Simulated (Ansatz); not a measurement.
Ideal-gas functions of C2H3Cl2Ga (`C=[CH][Ga]([Cl])[Cl]`) at 400 K and 1 bar, from an Ansatz frequency run at PBE0-D4/def2-TZVP.

Molar mass 167.68 g/mol, point group Cs (symmetry number 1), electronic degeneracy 1, moments of inertia 196.983, 294.767, 491.75 u Å². Harmonic wavenumbers (cm⁻¹, unscaled): 71, 88, 129, 160, 295, 400, 442, 484, 604, 1007, 1023, 1044, 1273, 1435, 1656, 3129, 3171, 3215.

Use S(trans) = R[1.5 ln M + 2.5 ln T − 1.1517]; rotational temperatures θ = 24.2544 K / I; S(rot) = R[ln(√π/σ · √(T³/θAθBθC)) + 1.5]; for each mode x = 1.438777 ν̃/T, S = R[x/(eˣ − 1) − ln(1 − e⁻ˣ)] and H = RT x/(eˣ − 1); 1 cm⁻¹ = 0.0119627 kJ/mol; R = 8.31446 J/(mol·K).

Question: By hand: the entropy, in J/(mol·K).

Answer: Translation 178.8. Rotation: θ = 0.1231, 0.0823, 0.0493 K, giving 123.6. Vibration, mode by mode: 19.69, 17.91, 14.77, 13.02, 8.20, 5.97, 5.28, 4.68, 3.33, 1.05, 1.00, 0.94, 0.48, 0.30, 0.15, 0.00, 0.00, 0.00, in all 96.8. Electronic 0.0. Sum 399.2 J/(mol·K).

Question: By hand: H − E and G − E in kJ/mol, counted from the electronic energy.

Answer: Zero-point energy ½ × 19626 × 0.0119627 = 117.4; thermal vibration 18.9; translation, rotation and pV give 4 RT = 13.3. H − E = 149.6 kJ/mol, and G − E = 149.6 − 400 × 399.2/1000 = -10.1 kJ/mol.

Vibration gives 24 % of the entropy, 52.4 J/(mol·K) of it from the modes under 150 cm⁻¹: soft modes count most, and the harmonic formula is weakest for them. The sum counts one conformer and one mirror image; others add a mixing term.
